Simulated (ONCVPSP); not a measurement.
Before and after: ONCV potential for europium

ONCVPSP 4.0.1 input, shortened (lines: element, Z, core and valence counts, functional; n l f; lmax; l rc ep ncon nbas qcut; lloc lpopt rc5 dvloc0; l nproj debl; icmod fcfact rcfact), PBE, scalar-relativistic:

```
  Eu 63.00   10    4        4      upf
    1    0    2.00
    2    0    2.00
    2    1    6.00
    3    0    2.00
    3    1    6.00
    3    2   10.00
    4    0    2.00
    4    1    6.00
    4    2   10.00
    4    3    6.00
    5    0    2.00
    5    1    6.00
    5    2    1.00
    6    0    1.50
    2
    0    2.05    0.00    5    9    6.40
    1    1.75    0.00    4    7    4.70
    2    3.70    0.00    4    8    4.50
    4    5    1.55    4.00
    0    2    1.00
    1    3    2.40
    2    2    3.60
    0    0.00    0.00
```

All-electron outer shells of the reference configuration (PBE, scalar-relativistic, ld1.x):

```tsv
shell	level (eV)	outermost node (bohr)	outermost maximum (bohr)
5s	-51.21	0.67	1.21
5p	-29.62	0.72	1.38
4f	-11.35	–	0.59
6s	-6.53	1.63	3.34
5d	-5.43	0.81	1.98
```

Change: p: rc 1.3; local potential polynomial inside 1.30 bohr (lpopt 5, dvloc0 4 Ha).

Cutoffs: the cutoffs (Ha) at which the residual kinetic energy of the hardest occupied pseudo-wave falls to 1 and 0.1 mHa per electron; they do not see the model core or the augmentation charge, which bear on the density cutoff. Errors are all-electron minus pseudo energies relative to the spin-unpolarised reference configuration.

Q: Predict the effect on cutoff, ghosts and configuration errors.

A: The potential gets harder (33 Ha and 47 Ha → 35 Ha and 65 Ha); a bound ghost appears in p, which as a rule spoils a file; the errors of the 4 common tests hardly move. A smaller radius makes the pseudo-wave follow the all-electron one further in, where it bends more sharply, so more plane waves are needed.

| quantity | base | changed |
| --- | --- | --- |
| cutoff, loose | 33 Ha | 35 Ha |
| cutoff, tight | 47 Ha | 65 Ha |
| loose cutoff by channel | s 15 Ha, p 33 Ha, d 6.2 Ha | s 15 Ha, p 35 Ha, d 6.2 Ha |
| bound ghosts | none | p |
| GHOST(+) flags under 300 eV | s at 219.2 eV | s at 128.4 eV |
| error for 5s2 5p6 5d1 6s2, meV [ΔE -2.64 eV] | +1.2 | +1.2 |
| error for 5s2 5p6 5d1 6s1, meV [ΔE 3.91 eV] | -0.1 | -0.1 |
| error for 5s2 5p6 5d1 6s0, meV [ΔE 15.85 eV] | +7.0 | +7.6 |
| error for 5s2 5p6 5d1 6s1 6p1, meV [ΔE 0.16 eV] | +1.4 | +1.4 |
| s: phases at 2.08 bohr within 0.05 rad from the reference energy up to (Ha; the scan ends near 5) | to the end of the scan | 4.3 |
| d: phases at 3.75 bohr within 0.05 rad from the reference energy up to (Ha; the scan ends near 5) | 0.3 | 0.4 |

 A true bound ghost makes a file unfit for plane-wave use even where its test errors are small: the radial tests pick states by their node count and pass the ghost by.
